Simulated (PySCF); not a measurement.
YF₂, SMILES [F][Y+][F], charge +1. The structure is a stationary point at PBE-D3(BJ)/def2-TZVP. The spin state was assumed, not searched. The isomer is the one that the SMILES or the coordinates give; other isomers of the formula were not compared. The def2 effective core potentials stand for the cores of Y; spin–orbit coupling is left out.

Computed equilibrium geometry at PBE-D3(BJ)/def2-TZVP (PySCF confirms it by a frequency run) as a Z-matrix, and its point group:
point group C2v.
```
Y
F 1 1.9185
F 1 1.9185 2 109.50
```
Charge +1, spin multiplicity 1.
